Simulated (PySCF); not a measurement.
C₂H₄N, SMILES N(C)=[CH], multiplicity 2.

The structure is a stationary point at B3LYP-D3(BJ)/def2-TZVP. The isomer is the one that the SMILES or the coordinates give; other isomers of the formula were not compared.

The numbers are results of PySCF with r2SCAN/def2-TZVPD, not measurements.

Isolated molecule, no solvent.

### Question
Estimate the frontier levels, dipole moment and polarisability. (Estimate from the structure and the level; the computed values follow.)

### Answer

- α spin, highest occupied and lowest empty level = -4.72 and -1.02 eV
- β spin, highest occupied and lowest empty level = -7.28 and -2.22 eV
- dipole moment = 2.13 D
- quadrupole, principal values (traceless, Buckingham form, about the centre of nuclear charge) = -3.16, 0.24, 2.92 D·Å
- mean static polarisability = 36.9 bohr³ (5.46 Å³)
- polarisability, principal values = 26.7, 34.3, 49.6 bohr³
- ⟨S²⟩ = 0.757 (pure state 0.75)
